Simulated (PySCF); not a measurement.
Static response to an electric field

Compound: C₄H₆Cl₂FNO.
Atom-mapped SMILES: `[CH3:1][NH:2][C:3](=[O:4])[CH2:5][C:6]([F:7])([Cl:8])[Cl:9]` (hydrogens: H10, H11, H12 on C1; H13 on N2; H14, H15 on C5)

Cartesian coordinates in Å at the GFN2-xTB level; atoms count from 1:
```xyz
15
C4H6Cl2FNO angstrom
C      2.5930    0.4021   -0.2643
N      1.3349   -0.3064   -0.2644
C      0.1482    0.3337   -0.2175
O      0.0304    1.5321   -0.1774
C     -1.0365   -0.6529   -0.2126
C     -2.3761    0.0552   -0.1538
F     -2.5026    0.7709    0.9782
Cl    -3.6943   -1.1621   -0.1421
Cl    -2.6195    1.1383   -1.5367
H      2.3694    1.4648   -0.1937
H      3.1448    0.2091   -1.1856
H      3.2017    0.1018    0.5898
H      1.3668   -1.3123   -0.3025
H     -1.0078   -1.2693   -1.1117
H     -0.9567   -1.2970    0.6668
```

Level: PBE0/def2-SVPD (PySCF), static field, nuclei fixed, core orbitals frozen in the response. The polarisability tensor in these axes (au):

```
x   107.45   4.05   0.94
y     4.05  87.25  -5.62
z     0.94  -5.62  73.03
```

Question: What are the eigenvalues, a third of the trace, and Δα (Δα² = ½Σ(αi − αj)² over the three pairs)?

Answer: Principal values 70.94, 88.56 and 108.23 au; mean 89.25 au = 13.22 Å³ = 14.71 × 10⁻⁴⁰ C²·m²/J; Δα = 32.31 au (36 % of the mean).

Question: What is the dipole moment, and where does it point?

Answer: (3.74, -3.84, -0.31) D, 5.37 D in size, pointing from the negative to the positive side. Measured along this direction, the outermost atoms are Cl9 at the negative end and H12 and H11 at the positive end.

Question: Give the eigenvalues of the traceless quadrupole moment Θ = ½Σq(3rr − r²1), origin at the centre of nuclear charge.

Answer: -8.86, -3.81, 12.67 D·Å. The values depend on the origin, since the dipole doesn't vanish. The electronic extent ⟨r²⟩ about the same centre is 1920 bohr², a root-mean-square distance of 2.47 Å for the 88 electrons.

Question: Sum over states: ᾱ = Σ f/ω², ω in Eh. What share falls to these 8 lowest TDDFT singlets (eV, f)? 5.87, 0.0001; 6.37, 0.0082; 6.57, 0.0008; 6.68, 0.0021; 6.81, 0.0039; 6.92, 0.0078; 7.13, 0.0135; 7.24, 0.0527.

Answer: They add up to 1.32 au, 1.5 % of the 89.25 au; the largest single term is 0.75 au, from the state at 7.24 eV. Terms in order: 0.00, 0.15, 0.01, 0.03, 0.06, 0.12, 0.20, 0.75 au. Higher excitations give the rest. The strengths listed sum to 0.089.

Question: Orientational against electronic polarisability at 250 K (dilute gas, rigid molecules)?

Answer: In Gaussian units μ²/3kT = 278.01 Å³ against 13.22 Å³, a ratio of 21.02; the Debye molar polarisation (4π/3)N_A(α + μ²/3kT) is 734.6 cm³/mol, leaving out the vibrational part.

Question: What depolarisation ratio follows for Rayleigh scattering of linearly polarised light, taking the static tensor?

Answer: ρ = 3Δα²/(45ᾱ² + 4Δα²) = 3132.7/(358412 + 4176.9) = 0.00864.

The structure is a single GFN2-xTB conformer in the gas phase; no vibrational or solvent corrections.
